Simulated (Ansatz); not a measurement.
Species: C3H8GeI (charge 0, doublet). It need not be the lowest isomer of its formula. SMILES: [CH2][Ge]([CH3])([CH3])[I]
Coordinates optimised at B3LYP-D3(BJ)/def2-TZVP (Ansatz, an electronic-structure program):
```
Ge
C 1 1.9179
H 2 1.0833 1 121.68
H 2 1.0833 3 116.03 1 -171.18
C 1 1.9574 2 112.36 3 159.52
H 5 1.0887 1 109.88 2 173.34
H 5 1.0888 6 108.91 1 120.47
H 5 1.0910 6 109.26 7 119.20
C 1 1.9574 2 112.36 3 29.80
H 9 1.0887 1 109.88 2 -173.34
H 9 1.0888 10 108.91 1 -120.47
H 9 1.0910 10 109.26 11 -119.20
I 1 2.5872 2 105.48 3 -85.34
```
Charge 0, spin multiplicity 2.

Computed values are from Ansatz. Cores are frozen in the correlated levels unless marked. UHF or UKS for open shells. No spin-orbit coupling. The frozen core is the preceding noble-gas configuration, with the filled d and f shells of earlier blocks. In def2 rows, elements after Kr have scalar-relativistic effective core potentials. CBS(X,Y): correlation extrapolated as X^-3; Hartree-Fock from the larger set.

Problem. What is the atomisation energy De at CCSD(T)/CBS(def2-TZVPP,def2-QZVPP)?

Solution. 4526.7 kJ/mol.

Problem. What is the total energy at CCSD(T)/CBS(def2-TZVPP,def2-QZVPP)?

Solution. -2491.3541 Eh.

Problem. What is the dipole moment at CCSD(T)/def2-SVPD?

Solution. 2.74 D.

Problem. What is the T1 diagnostic at CCSD/def2-QZVPP?

Solution. 0.011.
